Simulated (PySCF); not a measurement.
C4H11O (SMILES CCCC[OH2+]), charge +1, singlet, geometry from GFN2-xTB; M062X/6-31G (PySCF).

The PySCF input:
```python
from pyscf import gto, scf, dft

mol = gto.Mole()
mol.atom = '''
    C    -2.18787679    0.26706383   -0.25974285
    C    -1.26999455   -0.15504156    0.88032366
    C     0.18675520    0.28796396    0.68044999
    C     0.80188931   -0.40181029   -0.51878343
    O     2.24111162   -0.06689488   -0.68098663
    H    -3.21798078    0.05282909    0.00768429
    H    -1.96896769   -0.27138762   -1.17796207
    H    -2.10845294    1.33498909   -0.44705716
    H    -1.62725502    0.29397426    1.80683373
    H    -1.30668848   -1.23782224    1.00371321
    H     0.20664042    1.37185562    0.54589333
    H     0.75000984    0.03584299    1.58243429
    H     0.32671574   -0.10169371   -1.45264200
    H     0.76027557   -1.48806855   -0.42660587
    H     2.33788172    0.90208964   -0.80926375
    H     2.73428955   -0.34650516    0.12138078
'''
mol.basis = '6-31g'
mol.charge = 1
mol.verbose = 4
mol.build()

mf = dft.RKS(mol)
mf.xc = 'm062x'
mf.init_guess = 'sap'
mf.kernel()
```

What the program printed (banner, timings and long lists left out):

```
PySCF version 2.14.0

[INPUT] verbose = 4
[INPUT] num. atoms = 16
[INPUT] num. electrons = 42
[INPUT] charge = 1
[INPUT] spin (= nelec alpha-beta = 2S) = 0
[INPUT] symmetry False subgroup None
[INPUT] Mole.unit = angstrom
[INPUT] Symbol           X                Y                Z      unit          X                Y                Z       unit  Magmom
[INPUT]  1 C     -2.187876790000   0.267063830000  -0.259742850000 AA   -4.134487927393   0.504677496477  -0.490842849314 Bohr   0.0
[INPUT]  2 C     -1.269994550000  -0.155041560000   0.880323660000 AA   -2.399941879190  -0.292986086325   1.663570618375 Bohr   0.0
[INPUT]  3 C      0.186755200000   0.287963960000   0.680449990000 AA    0.352916180338   0.544173018145   1.285864122563 Bohr   0.0
[INPUT]  4 C      0.801889310000  -0.401810290000  -0.518783430000 AA    1.515351178116  -0.759311402132  -0.980358600662 Bohr   0.0
[INPUT]  5 O      2.241111620000  -0.066894880000  -0.680986630000 AA    4.235087176380  -0.126413002336  -1.286878225191 Bohr   0.0
[INPUT]  6 H     -3.217980780000   0.052829090000   0.007684290000 AA   -6.081102348314   0.099832511510   0.014521203562 Bohr   0.0
[INPUT]  7 H     -1.968967690000  -0.271387620000  -1.177962070000 AA   -3.720809682218  -0.512848275398  -2.226025697426 Bohr   0.0
[INPUT]  8 H     -2.108452940000   1.334989090000  -0.447057160000 AA   -3.984398603134   2.522763759382  -0.844815594426 Bohr   0.0
[INPUT]  9 H     -1.627255020000   0.293974260000   1.806833730000 AA   -3.075066322624   0.555530839072   3.414420902326 Bohr   0.0
[INPUT] 10 H     -1.306688480000  -1.237822240000   1.003713210000 AA   -2.469283357324  -2.339145024496   1.896743074508 Bohr   0.0
[INPUT] 11 H      0.206640420000   1.371855620000   0.545893330000 AA    0.390493800065   2.592431404245   1.031588886927 Bohr   0.0
[INPUT] 12 H      0.750009840000   0.035842990000   1.582434290000 AA    1.417313188329   0.067733434586   2.990367418221 Bohr   0.0
[INPUT] 13 H      0.326715740000  -0.101693710000  -1.452642000000 AA    0.617403269185  -0.192173260491  -2.745095537040 Bohr   0.0
[INPUT] 14 H      0.760275570000  -1.488068550000  -0.426605870000 AA    1.436712606498  -2.812042014079  -0.806168257432 Bohr   0.0
[INPUT] 15 H      2.337881720000   0.902089640000  -0.809263750000 AA    4.417956162427   1.704702359407  -1.529286850038 Bohr   0.0
[INPUT] 16 H      2.734289550000  -0.346505160000   0.121380780000 AA    5.167058394760  -0.654799853149   0.229376430986 Bohr   0.0

nuclear repulsion = 197.10897002353
number of shells = 47
number of NR pGTOs = 154
number of NR cGTOs = 67
basis = 6-31g
ecp = {}

******** <class 'pyscf.dft.rks.RKS'> ********
method = RKS
initial guess = sap
damping factor = 0
level_shift factor = 0
DIIS = <class 'pyscf.scf.diis.CDIIS'>
diis_start_cycle = 1
diis_space = 8
diis_damp = 0
SCF conv_tol = 1e-09
SCF conv_tol_grad = None
SCF max_cycles = 50
direct_scf = True
direct_scf_tol = 1e-13
XC library pyscf.dft.libxc version 7.1.2
    S. Lehtola, C. Steigemann, M. J. T. Oliveira, and M. A. L. Marques,  SoftwareX 7, 1–5 (2018)
XC functionals = m062x
    Y. Zhao and D. G. Truhlar,  Theor. Chem. Acc. 120, 215 (2008)
    Y. Zhao and D. G. Truhlar,  Theor. Chem. Acc. 120, 215 (2008)
radial grids:
    Treutler-Ahlrichs [JCP 102, 346 (1995); DOI:10.1063/1.469408] (M4) radial grids

becke partition: Becke, JCP 88, 2547 (1988); DOI:10.1063/1.454033
pruning grids: <function nwchem_prune>
grids dens level: 3
symmetrized grids: False
atomic radii adjust function: <function treutler_atomic_radii_adjust>
small_rho_cutoff = 0
Set gradient conv threshold to 3.16228e-05
Initial guess from superposition of atomic potentials (doi:10.1021/acs.jctc.8b01089)
This is the Gaussian fit version as described in doi:10.1063/5.0004046.
Found SAP basis sapgrasplarge

WARN: SAP basis coefficients must be equal or closeto total electronic charge: -43.0 !≃ 42
Check fails with value 1.0

  HOMO = -1.0385235204016  LUMO = -0.809268759877473  gap/eV = 6.23834
tot grids = 178448
init E= -231.360855776823
  HOMO = -0.0730087148816572  LUMO = -0.0139961975139609  gap/eV = 1.60581
cycle= 1 E= -225.941935374886  delta_E= 5.42  |g|= 3.73  |ddm|= 11.7
  HOMO = -0.944110344040658  LUMO = -0.880560627782588  gap/eV = 1.72928
cycle= 2 E= -200.352551898267  delta_E= 25.6  |g|= 7.62  |ddm|= 13.6
  HOMO = -0.81101372907439  LUMO = -0.530208333853664  gap/eV = 7.64110
cycle= 3 E= -232.870973771007  delta_E= -32.5  |g|= 1.98  |ddm|= 7.36
  HOMO = -0.464429253893378  LUMO = -0.111267904649614  gap/eV = 9.61001
cycle= 4 E= -233.538683889434  delta_E= -0.668  |g|= 1.05  |ddm|= 1.84
  HOMO = -0.586533899076173  LUMO = -0.121062581856906  gap/eV = 12.66612
cycle= 5 E= -233.741301550712  delta_E= -0.203  |g|= 0.381  |ddm|= 0.674
  HOMO = -0.557872327670582  LUMO = -0.160739258442438  gap/eV = 10.80654
cycle= 6 E= -233.777296181104  delta_E= -0.036  |g|= 0.192  |ddm|= 0.503
  HOMO = -0.5451757229109  LUMO = -0.171342617142007  gap/eV = 10.17252
cycle= 7 E= -233.78636089878  delta_E= -0.00906  |g|= 0.0271  |ddm|= 0.215
  HOMO = -0.543242011406886  LUMO = -0.169836221467968  gap/eV = 10.16089
cycle= 8 E= -233.786612308839  delta_E= -0.000251  |g|= 0.00708  |ddm|= 0.0532
  HOMO = -0.544042569188841  LUMO = -0.169218677019985  gap/eV = 10.19948
cycle= 9 E= -233.786623990863  delta_E= -1.17e-05  |g|= 0.00185  |ddm|= 0.00861
  HOMO = -0.543950958734977  LUMO = -0.169221686625347  gap/eV = 10.19690
cycle= 10 E= -233.786625006879  delta_E= -1.02e-06  |g|= 0.000274  |ddm|= 0.00241
  HOMO = -0.54394510776827  LUMO = -0.169186256587956  gap/eV = 10.19771
cycle= 11 E= -233.786625037065  delta_E= -3.02e-08  |g|= 2.95e-05  |ddm|= 0.000552
  HOMO = -0.543947973110297  LUMO = -0.169186282476066  gap/eV = 10.19779
cycle= 12 E= -233.786625037588  delta_E= -5.23e-10  |g|= 6.4e-06  |ddm|= 8.01e-05
  HOMO = -0.543947538478312  LUMO = -0.169187476343748  gap/eV = 10.19774
Extra cycle  E= -233.786625037608  delta_E= -1.97e-11  |g|= 3.42e-06  |ddm|= 1.52e-05
converged SCF energy = -233.786625037608
```
